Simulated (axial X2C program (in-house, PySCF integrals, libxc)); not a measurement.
**Low determinants of SeN⁻ at the PBE0 level, spin-free**

All values were computed with an in-house relativistic program for diatomic molecules. Spin-free means the one-electron spin-free X2C Hamiltonian. Basis: Se dyall-acv3z [9s10p7d5f1g], N dyall-av3z [7s7p3d2f] (cores contracted in-house); Gaussian nuclei, density fitting, unrestricted open shells. Masses: Se 79.917 u, N 14.003 u.

Search at 1.745 Å (vertical energies from the lowest determinant):

```csv
ΔE (eV),state,electrons beyond evenly filled partner blocks,"electrons in σ, π, δ, φ"
0.00,"M_S = 1, Λ = 0","π+α, π-α",20 18 4 0
0.91,"M_S = 0, Λ = 2","π+α, π+β",20 18 4 0
0.91,"M_S = 0, Λ = 0","π+β, π-α",20 18 4 0
2.72,"M_S = 1, Λ = 1","σα, π+α",21 17 4 0
2.78,"M_S = 0, Λ = 1","σα, π+β",21 17 4 0
3.43,"M_S = 1, Λ = 2",2 × π+α,20 18 4 0
4.53,"M_S = 2, Λ = 1","σα, 2 × π+α, π+β, 2 × π-α",21 17 4 0
```

Lowest determinant, M_S = 1, Λ = 0 (beyond evenly filled blocks: π+α, π-α): Re = 1.742 Å, ωe = 773.9 cm⁻¹.

The determinant in row 2 of the search, M_S = 0, Λ = 2 (beyond evenly filled blocks: π+α, π+β), was followed along the bond at PBE0; measured from the minimum of the lowest determinant it gives:

Te = 0.896 eV (7224 cm⁻¹), Re = 1.717 Å, ωe = 826.6 cm⁻¹.

(1) Compare the bond of the determinant in row 2 with that of the lowest one.

The search compares states at one distance, so a state with another bond length can lie lower; it is not exhaustive and yields mostly the lowest determinant of each block pattern, so other components and higher states of one pattern are missing. These are energies of single determinants, not of spin-adapted states; PBE0 term energies can be off by some tenths of an eV, and the functional has no current term. The lowest determinant need not be the ground state where others lie within half an eV. For an anion, determinants above electron detachment are held by the basis set. The highest occupied level of some functionals is positive through self-interaction error; at Hartree–Fock it is bound. Row 1 has a positive highest level at its minimum. Row 2 has a positive highest level at its minimum.

Results:

(1) At PBE0 its Re is 0.025 Å shorter and its force constant, which goes as ωe², is 1.14 times that of the lowest determinant. T0 ≈ Te + Δωe/2 = 7224 + (26) = 7250 cm⁻¹.
